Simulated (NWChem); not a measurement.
# SiH$_{2}$OF$_{2}$; SMILES F[SiH](F)O

```xyz
6

Si     0.0005     0.0245    -0.3411
O      0.0063     1.5586     0.2133
F      1.2749    -0.7903     0.2112
F     -1.2816    -0.7792     0.2096
H      0.0021     0.0473    -1.8080
H     -0.0013     1.7227     1.1612
```
Atoms are numbered in this order, from 1.

Computed with NWChem. Pople sets run with spherical d functions. Geometry: optimised at PBE0/def2-SVP. Static field.

### Question
Estimate the computed values for PBE/6-31+G*. Quantities: isotropic polarisability (bohr³); anisotropy (bohr³).

### Answer
```
Quantity                          Value
--------------------------------  -----
isotropic polarisability (bohr³)   27.3
anisotropy (bohr³)                  2.8
```
